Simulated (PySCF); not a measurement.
# Reading the logs of faulty runs: B2GeH4O

These are calculations, not measurements. The program is PySCF 2.14.0, an open-source quantum chemistry code, run on an isolated molecule that a program drew, which may never have been made. The molecule is B2GeH4O (charge 0, singlet), drawn as the SMILES string `[BH2][Ge][BH]O`.

Each row is a Hartree-Fock (HF) and frozen-core CCSD(T) single point in the cc-pVDZ basis, meant for a local HF minimum. Run 1 is clean. Each other run has one planted mistake out of seven kinds, and not every kind appears here: one electron removed, one electron added, multiplicity raised by two, geometry at a saddle point, minimal basis STO-3G, one bond length entered in bohr, all coordinates scaled. The reference is restricted for singlets and unrestricted otherwise, and also for a bond in bohr. Adding or removing an electron swaps singlet and doublet. Electrons count all cores. HOMO and LUMO are orbital energies over both spins, the gradient is its largest component, and the lowest frequency (negative if imaginary) is given only where the gradient is small. Bond lengths are over the 7 bonds as drawn. T1 is the CCSD diagnostic: over 0.02 (restricted) or 0.045 (unrestricted) a single reference is doubtful. Germanium has the cc-pVDZ-PP basis, with a core potential (ECP10MDF) in place of its 10 inner electrons, and its 3s, 3p and 3d shells are frozen in CCSD(T).

Geometry of the clean run:
```xyz
8
B2GeH4O, angstrom
B     1.4733    1.8137   -1.1524
Ge   -0.4476    2.4010   -0.7484
B    -0.4878    1.5600    1.1820
O    -0.1642    2.3123    2.2578
H     2.3973    2.5550   -0.9442
H     1.7091    0.7550   -1.6725
H    -0.8784    0.4250    1.3250
H    -0.2720    1.8676    3.0861
```

```
run  electrons  basis functions  <S^2>  HOMO (eV)  LUMO (eV)  gradient (hartree/bohr)  lowest frequency (cm^-1)  mean bond (Å)  longest bond (Å)      T1  HF (hartree)  CCSD(T) (hartree)                     mistake
  1         54               85  0.000      -8.19       0.79                  1.2e-05                        85         1.4382             2.106  0.0209    -419.92499         -420.41312                    no fault
  2         54               85  0.000      -7.01       0.71                  5.1e-05                      -137         1.4028             2.013  0.0241    -419.90257         -420.39728  geometry at a saddle point
  3         55               85  0.772      -0.72       6.88                  3.1e-02                         -         1.4382             2.106  0.0260    -419.92252         -420.42854          one electron added
  4         53               85  0.772     -15.52      -6.46                  5.2e-02                         -         1.4382             2.106  0.0220    -419.65753         -420.11429        one electron removed
  5         54               85  0.000      -8.29       0.50                  7.3e-02                         -         1.5677             2.296  0.0217    -419.88229         -420.38044                           ?
```

**Which mistake was planted in run 5, and what did it cost?**

The mean and the longest bond both change by the same factor, 1.090, and the gradient is no longer small. So the mistake is: all coordinates scaled. Subtracting run 1 and multiplying by 627.51 kcal/mol a hartree, the energy moved by 26.8 kcal/mol in HF and 20.5 kcal/mol in CCSD(T).

Cautions from the logs. Run 1: T1 is over the limit, so its CCSD(T) energy is less reliable; run 2: T1 is over the limit, so its CCSD(T) energy is less reliable; run 5: T1 is over the limit, so its CCSD(T) energy is less reliable.
